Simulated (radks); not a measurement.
Excited configurations of Xe2+: one electron is placed in a higher orbital outside [Kr] 4d10 5s2 5p3. The ground configuration is [Kr] 4d10 5s2 5p4. Method: Dirac Kohn-Sham, LDA (Slater exchange, Perdew-Wang correlation), spin-unpolarised, spherical densities, point nucleus; open shells fill j = l - 1/2 first; computed with a radial shooting solver on a logarithmic mesh with Libxc functionals. Excitation = E - E(ground); binding = E(ion) - E, where the ion is the core of charge +3; n* = 3/sqrt(2 binding) in atomic units, and the quantum defect is n - n*.

outer orbital  excitation (eV)  binding (eV)     n*  quantum defect  eigenvalue (eV)
5f5/2                   24.215         7.099  4.153           0.847           -5.703
6s1/2                   15.380        15.933  2.772           3.228          -13.464
6d3/2                   22.753         8.561  3.782           2.218           -7.162
7s1/2                   22.671         8.643  3.764           3.236           -7.422
7p1/2                   23.908         7.406  4.066           2.934           -6.329
7d3/2                   25.901         5.413  4.756           2.244           -4.615
7f5/2                   27.879         3.434  5.972           1.028           -2.920

The Delta-SCF ionisation energy is 31.313 eV (NIST Atomic Spectra Database: 31.05 eV, semi-empirical). Self-interaction in the functional shifts the binding energies and quantum defects, so they are the method's values and not measured ones. Spin polarisation and multiplet splitting are left out, so open shells lie too high by an amount that depends on their filling.

Beside tabulated values, note that spin-unpolarised runs miss the spin-polarisation part of the exchange energy of open shells.
